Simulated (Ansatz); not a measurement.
Hg₃TeBr₄. Charge 0, multiplicity 1. Geometry PBE-D4/def2-SVP, basis def2-TZVP, Ansatz.

```xyz
8

Hg   -1.3724   -0.7912   -1.5311
Hg   -0.8261    1.1239    1.8100
Hg    2.2362    0.3521   -0.4732
Te    0.1097    1.9889   -0.5541
Br   -1.5796    0.4103    4.0450
Br    0.5438   -1.5821   -2.8961
Br   -3.3695   -0.4578   -0.0899
Br    4.2579   -1.0441   -0.3106
```

```
run  HOMO (eV)  LUMO (eV)
  A      -7.03      -3.45
  B      -6.39      -3.78
  C      -6.66      -3.74
  D      -7.59      -3.00
  E      -7.40      -3.01
```

In the def2 sets Hg, Te take a core potential; there is no spin–orbit coupling. The structure comes from a short search, and lower isomers may exist.

**Question.** The runs used PBE, PBE0, r2SCAN, r2SCAN0, r2SCANh. Estimate which is which.

**Answer.** A r2SCANh (10 % exact exchange); B PBE (0 % exact exchange); C r2SCAN (0 % exact exchange); D r2SCAN0 (25 % exact exchange); E PBE0 (25 % exact exchange). Exact exchange lowers occupied and raises empty levels; among semilocal functionals meta-GGAs tend to open the gap a little, and such runs are hard to tell apart. The gap grows from 2.61 eV (PBE) to 4.58 eV (r2SCAN0).
